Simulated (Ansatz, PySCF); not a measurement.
Gas-phase reaction in SMILES: [C-]#[N+]C → [C-]#[N+][CH2] + H atom (the C-H bond at the site shown breaks; other sites are not compared here)
Structures are relaxed separately at B3LYP-D3(BJ)/def2-TZVP in Ansatz (a quantum-chemistry and plane-wave program).

Quantity: bond dissociation energy (enthalpy at 298 K, with B3LYP-D3(BJ) rigid-rotor harmonic-oscillator terms from PySCF), in kcal/mol. Cores are frozen in the correlated levels unless marked. Open shells are spin-unrestricted. No spin-orbit coupling. No relativistic terms. CBS marks a two-point X^-3 extrapolation of the correlation energy; Hartree-Fock from the larger set. [CCSD(T)-MP2]/basis is that difference in the basis named.

| level | program | bond dissociation energy (kcal/mol) |
|---|---|---|
| PBE0-D3(BJ)/def2-TZVP | Ansatz + dftd3 | 90.5 |
| BHLYP-D4/def2-TZVPD | Ansatz + dftd4 | [?] |
| TPSSh-D4/def2-TZVPD | PySCF + dftd4 | [?] |
| CAM-B3LYP/def2-TZVPD | Ansatz | 93.1 |
| LC-wPBE-D3(BJ)/def2-TZVPD | Ansatz + dftd3 | 92.0 |
| LC-wPBE/def2-TZVPD | Ansatz | 91.8 |
| RI-MP2/CBS(aug-cc-pVTZ,aug-cc-pVQZ)+[CCSD(T)-MP2]/aug-cc-pVTZ | Ansatz | [?] |

### Question
What belongs in the gaps?

### Answer

- BHLYP-D4/def2-TZVPD, bond dissociation energy (kcal/mol): 91.9
- TPSSh-D4/def2-TZVPD, bond dissociation energy (kcal/mol): 92.3
- RI-MP2/CBS(aug-cc-pVTZ,aug-cc-pVQZ)+[CCSD(T)-MP2]/aug-cc-pVTZ, bond dissociation energy (kcal/mol): 96.9
